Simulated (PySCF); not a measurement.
**Steps of a relaxation of [Bi(SH)3]2+**

[Bi(SH)3]2+ (singlet). PySCF 2.14.0, RKS TPSS, Bi def2-SVP with ECP60, S def2-SVP, H def2-SVP; non-relativistic Hamiltonian with scalar-relativistic core potentials where named; density fitting; no spin-orbit coupling. Origin of the start: template. Columns: position (Å) and force (eV/Å). Energies are counted from the last step; some of the 45 steps are shown. Forces carry noise of the integration grid, about 0.01 to 0.03 eV/Å.

Run from Python with OMP_NUM_THREADS=2. Where DIIS fails, smearing, a level shift and second-order steps follow.
It took 4.9 min on 2 threads of Intel(R) Xeon(R) Platinum 8488C (Sapphire Rapids), on a shared host, from the converged density of the start.

```xyz
7
step 0  E = 1.628 eV
Bi   -0.2736    0.0041    0.0011     0.77    0.52    0.03
S    -0.2736    0.0041    2.5661     0.44   -0.84    0.42
H    -0.6101    1.2598    2.8961    -0.72    0.74    0.03
S    -0.2736    0.0041   -2.5639     0.11    0.36   -0.26
H    -0.6101   -1.2516   -2.8939    -0.48   -0.71   -0.32
S     2.2914    0.0041    0.0011    -0.21    0.58    0.80
H     2.6214   -1.2516   -0.3354     0.08   -0.64   -0.70
```

```xyz
7
step 15  E = 0.078 eV
Bi    0.6505   -0.0907    0.0777    -0.11   -0.02   -0.14
S    -0.5329    0.1025    2.2554    -0.29    0.36   -0.13
H    -1.5583    0.9049    1.7499     0.34   -0.38    0.17
S    -0.4684   -0.1677   -2.1713     0.11   -0.06    0.11
H    -1.6197   -0.7109   -1.6557    -0.03    0.10   -0.02
S     3.0819   -0.4632    0.3617     0.00    0.02    0.05
H     3.3187   -0.8018   -0.9464    -0.02   -0.01   -0.04
```

```xyz
7
step 29  E = 0.009 eV
Bi    0.6280   -0.1622    0.1036     0.02   -0.02   -0.02
S    -0.3915    0.4178    2.2930    -0.08    0.01   -0.05
H    -1.6592    0.6040    1.7940     0.06   -0.02    0.05
S    -0.3724   -0.4637   -2.1650    -0.05   -0.01    0.03
H    -1.6808   -0.3878   -1.7518     0.05    0.04   -0.02
S     3.0569   -0.5436    0.3700    -0.01    0.06    0.03
H     3.2907   -0.6915   -0.9726     0.01   -0.05   -0.03
```

Q: Where does the relaxation end?

A: It converges at step 44 in nearly Cs:
```xyz
7
step 44  E = 0
Bi    0.6277   -0.2054    0.1037
S    -0.3858    0.4635    2.2707
H    -1.6751    0.5192    1.8056
S    -0.3887   -0.5294   -2.1522
H    -1.6765   -0.2681   -1.7586
S     3.0749   -0.4423    0.3589
H     3.2954   -0.7645   -0.9568
```

Q: How did the contacts change?

A: 
```json
{"contact": "Bi1–S2 (SH)", "start (Å)": "2.565", "end (Å)": "2.484"}
{"contact": "Bi1–S4 (SH)", "start (Å)": "2.565", "end (Å)": "2.495"}
{"contact": "Bi1–S6 (SH)", "start (Å)": "2.565", "end (Å)": "2.472"}
```


No frequency check is given that shows the relaxed geometry to be a minimum.
